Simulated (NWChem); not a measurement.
BeSiH$_{4}$O; SMILES [OH][Be][SiH3]

```xyz
7

Be     0.6558     0.0441    -0.4567
O      1.7793     0.0694    -1.2787
H      2.5408     0.0873    -1.8431
Si    -1.0911     0.0039     0.8220
H     -1.9282    -1.2222     0.6033
H     -1.9911     1.1823     0.5917
H     -0.7299     0.0205     2.2784
```
Atoms are numbered in this order, from 1.

Results from NWChem. Pople sets run with spherical d functions. All runs use the structure optimised with PBE0/def2-SVP. Core excitations by TDA in a window of 1s orbitals, non-relativistic and unshifted: absolute energies depend strongly on the exact-exchange share.

```json
[
 {"level": "O K edge, B3LYP/def2-TZVP", "first 1s excitation (eV)": "?", "dipole oscillator strength of the first": "?"},
 {"level": "Si K edge, B3LYP/6-311G**", "first 1s excitation (eV)": "1796.1", "dipole oscillator strength of the first": "0.0007"},
 {"level": "Si K edge, PBE0/6-311G**", "first 1s excitation (eV)": "1799.7", "dipole oscillator strength of the first": "0.0009"}
]
```

Task: Complete the blanks.

Result: 
- O K edge, B3LYP/def2-TZVP, first 1s excitation (eV): 518.6
- O K edge, B3LYP/def2-TZVP, dipole oscillator strength of the first: 0.0100
